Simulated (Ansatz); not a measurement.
C3H6Zn. Total charge 0; spin multiplicity 1. The bonds changed during the relaxation, so this is another structure than the one it started from. The structure was optimised at the PBE0-D4/def2-TZVP level. It is one conformer, not always the lowest.

```xyz
10

C    -0.153   -1.375   -0.064
C    -0.462   -0.166   -0.513
C    -0.465    1.076    0.307
Zn    3.252    0.066    0.026
H     0.115   -1.541    0.975
H    -0.161   -2.242   -0.715
H    -0.725   -0.050   -1.563
H    -1.449    1.556    0.290
H     0.247    1.807   -0.089
H    -0.200    0.870    1.346
```

Problem. What is the dipole moment at PBE/def2-TZVPP? (An estimate is asked.)

Solution. The calculation gave: 0.60 D, with components (-0.52, 0.29, -0.07) D in this frame, pointing from negative to positive charge.

Problem. And with r2SCAN, B3LYP, ωB97M-V? (Estimate.)

Solution. Computed: r2SCAN 0.66 D, B3LYP 0.60 D, ωB97M-V 0.56 D.

Problem. Give the Mulliken charges with PBE, B3LYP, r2SCAN in def2-TZVPP. (Estimate.)

Solution. Computed: 
| atom | PBE | B3LYP | r2SCAN |
| --- | --- | --- | --- |
| C1 | -0.21 | -0.24 | -0.22 |
| C2 | -0.11 | -0.11 | -0.08 |
| C3 | -0.19 | -0.20 | -0.08 |
| Zn4 | -0.01 | 0.00 | -0.01 |
| H5 | 0.08 | 0.09 | 0.08 |
| H6 | 0.10 | 0.10 | 0.09 |
| H7 | 0.09 | 0.10 | 0.07 |
| H8 | 0.09 | 0.09 | 0.06 |
| H9 | 0.08 | 0.08 | 0.05 |
| H10 | 0.08 | 0.08 | 0.05 |

B3LYP here is the variant with VWN-RPA as its local correlation; programs differ in this.
